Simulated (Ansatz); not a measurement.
Consider the isomerisation: `OC(=S)OC[SiH3]` → `C=C[Si](O)(O)S`.

Calculated with Ansatz (gas phase, PBE0-D4/def2-TZVP geometries, no zero-point term in ΔE). CCSD(T)/CBS is the MP2 limit (def2-TZVPP, def2-QZVPP) plus CCSD(T) − MP2 in def2-TZVPP, frozen cores. DFT in def2-TZVPP. B3LYP here is the variant with VWN-RPA as its local correlation; programs differ in this. Each species was taken in one conformer, which may not be the lowest.

`OC(=S)OC[SiH3]`:

Cartesian coordinates in Å:
```
O 1.452 0.065 1.796
C 1.642 -0.655 0.692
S 2.944 -1.607 0.434
O 0.667 -0.522 -0.180
C -0.449 0.337 0.118
Si -1.625 0.285 -1.363
H 2.221 -0.107 2.358
H -0.948 -0.005 1.029
H -0.095 1.355 0.303
H -0.929 0.776 -2.577
H -2.111 -1.100 -1.575
H -2.768 1.178 -1.038
```

`C=C[Si](O)(O)S`:

Z-matrix (Å, degrees):
```
Si
C 1 1.845
O 1 1.644 2 111.3
O 1 1.638 2 105.1 3 -123.9
S 1 2.136 2 114.0 3 116.4
C 2 1.331 1 123.4 3 125.8
H 2 1.089 1 118.0 3 -54.6
H 3 0.960 1 116.2 2 -46.6
H 4 0.959 1 116.5 2 -166.2
H 5 1.343 1 92.6 2 -107.9
H 6 1.087 2 122.1 1 179.9
H 6 1.085 2 121.3 1 0.1
```

CCSD(T)/CBS gives -4.35 eV.

Q: Another level gave -4.02 eV. Which?
A. PBE-D4/def2-TZVPP
B. B3LYP-D4/def2-TZVPP
C. HF/def2-TZVPP
D. r2SCAN/def2-TZVPP

A: D. r2SCAN -4.02, HF/def2-TZVPP -4.28, B3LYP-D4 -4.07, PBE-D4 -3.78 eV.

Largest T1 diagnostic among the species: 0.015.

From PBE to PBE0 (25 % exact exchange), in def2-TZVPP and without D4, ΔE moves by −0.21 eV. The D4 term adds −0.07 eV with B3LYP and −0.04 eV with PBE0; it sums over pairs of atoms, weighted by their polarisabilities, and B3LYP, whose exchange is more repulsive, gets the larger term.
